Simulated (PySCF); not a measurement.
## Electron correlation in Ir⁶²⁺ (iridium, charge +62)

[Ne] 3s2 3p3, high-spin 4S determinant. Computed with PySCF 2.14 in an uncontracted even-tempered set (17 s from 18 bohr⁻², ratio 2.5; 12 p from 23 bohr⁻², ratio 2.5; 4 d from 89 bohr⁻², ratio 2.7; 4 f from 130 bohr⁻², ratio 2.7), with the spin-free X2C one-electron Hamiltonian (Gaussian nucleus). Frozen: 1s2; 13 electrons correlated; the 20 highest virtual orbitals of each spin left out.

```
  level  correlation energy (mhartree)
   CCSD                        -570.77
    (T)                          -0.42
CCSD(T)                        -571.19
```

Diagnostics: T1 = 0.00012, D1 = 0.0003, largest double amplitude 0.014.

Question: Is a single reference adequate?

Answer: Yes, within this model without spin-orbit coupling: T1 lies below 0.03 and no double amplitude reaches 0.07.

At this charge the one-electron X2C treatment keeps the bare 1/r₁₂, with no two-electron picture change or Breit term. The effect here is smaller than on the frozen 1s shell; and a scalar Hamiltonian misses the large spin-orbit splitting of the p shells, which matters for ns² → np² pairs.

Spin-orbit coupling is strong in this species, so the high-spin LS determinant is a model state.
